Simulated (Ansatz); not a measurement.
Consider the substitution at a C–In bond: `C[CH2][InH][Cl]` + CH₃NH₂ → `CCNC` + `[Cl][InH2]`.

Computed with Ansatz on PBE0-D4/def2-TZVP structures; ΔE is electronic, products minus reactants. CBS: MP2 limit from def2 TZ/QZ plus the TZ coupled-cluster correction, frozen cores. Functionals use def2-TZVPP. HSE06 is defined as in plane-wave codes. Elements past krypton have def2 core potentials. For In outer-core shells are correlated without core-valence functions, which leaves a few kJ/mol of doubt a bond. One conformer a species, not always the lowest.

`C[CH2][InH][Cl]`:

```xyz
10

C     0.168   -1.310   -0.175
C    -0.112   -0.176    0.798
In   -0.170    1.765   -0.121
Cl    0.242    1.597   -2.441
H     0.188   -2.274    0.343
H    -0.591   -1.371   -0.958
H     1.128   -1.185   -0.680
H    -1.071   -0.311    1.308
H     0.645   -0.127    1.586
H    -0.428    3.391    0.342
```

CH₃NH₂:

Z-matrix (Å, degrees):
```
C
N 1 1.453
H 1 1.092 2 109.4
H 1 1.100 2 115.4 3 -121.6
H 1 1.092 2 109.4 3 116.8
H 2 1.012 1 110.6 3 62.6
H 2 1.012 1 110.6 3 -179.3
```

`CCNC`:

Cartesian coordinates in Å:
```
C -1.153 -0.122 -1.456
C -0.565 0.298 -0.127
N 0.596 -0.498 0.208
C 1.228 -0.090 1.441
H -1.421 -1.181 -1.440
H -2.047 0.459 -1.690
H -0.437 0.032 -2.269
H -1.307 0.156 0.668
H -0.340 1.381 -0.144
H 1.264 -0.453 -0.553
H 2.128 -0.685 1.613
H 1.508 0.977 1.472
H 0.548 -0.274 2.278
```

`[Cl][InH2]`:

Z-matrix (Å, degrees):
```
In
Cl 1 2.343
H 1 1.705 2 112.5
H 1 1.705 2 112.5 3 180.0
```

| level | ΔE (kJ/mol) | difference from CCSD(T)/CBS |
| --- | --- | --- |
| LDA (SPW92) | 24.3 | -19.1 |
| BLYP-D4 | 37.3 | -6.1 |
| r2SCAN-D4 | 34.8 | -8.6 |
| B97M-V | 24.4 | -19.0 |
| PBE | 36.0 | -7.4 |
| HSE06 | 33.2 | -10.2 |
| HF/def2-SVP | 10.9 | -32.5 |
| HF/def2-QZVPP | 20.4 | -23.0 |
| SCS-MP2/def2-QZVPP | 43.5 | 0.1 |
| HF/CBS(def2) | 20.5 | -22.9 |
| CCSD(T)/CBS | 43.4 | 0 |

What do rigid-rotor, harmonic-oscillator terms from PBE0-D4/def2-TZVP frequencies (298.15 K, 1 bar) make of the CCSD(T)/CBS value? (An estimate is asked.)

The calculation gave: ΔZPE = -5.1 kJ/mol, ΔH = +35.8 kJ/mol, ΔS = -30 J/(mol·K), ΔG = +44.9 kJ/mol. Modes under 50 cm⁻¹ make the entropy rough.

Largest T1 diagnostic among the species: 0.014.

Leaving LDA and LC-ωPBE aside and taking each functional with its dispersion term where it has one, the values spread over 13.0 kJ/mol, from B97M-V to BLYP-D4. LDA lies −11.7 kJ/mol from PBE without D4. At CCSD(T), def2-SVP lies −25.3 kJ/mol from the extrapolated value and def2-TZVPP −5.4 kJ/mol. From BLYP to BHLYP (50 % exact exchange), in def2-TZVPP and without D4, ΔE moves by −8.8 kJ/mol.

CCSD(T)/CBS has its own doubt, a few kJ/mol and more with outer-core shells, so smaller differences from it don't rank the levels.
